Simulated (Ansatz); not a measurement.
C3H4F2O, SMILES O[C@H]1CC1(F)F.

Geometry optimised at B3LYP-D3(BJ)/def2-SVP. Other conformers were not sampled.

Two levels are set side by side: PBE/def2-TZVPD (Ansatz, a quantum-chemistry and plane-wave program) and PBE0/def2-TZVPD (Ansatz). Energy differences of separate SCF runs at the same geometry; the states with an electron removed or added have multiplicity 2 and 2. Differences are taken from unrounded values.

```csv
quantity,PBE0
vertical ionisation energy (eV),10.34
vertical singlet–triplet gap (eV),6.59
```

What does PBE give, and how far is it from PBE0? (An estimate is asked for; the answer gives what the named calculation found.)


| quantity | PBE | PBE minus PBE0 |
|---|---|---|
| vertical ionisation energy (eV) | 9.99 | -0.35 |
| vertical singlet–triplet gap (eV) | 6.06 | -0.53 |
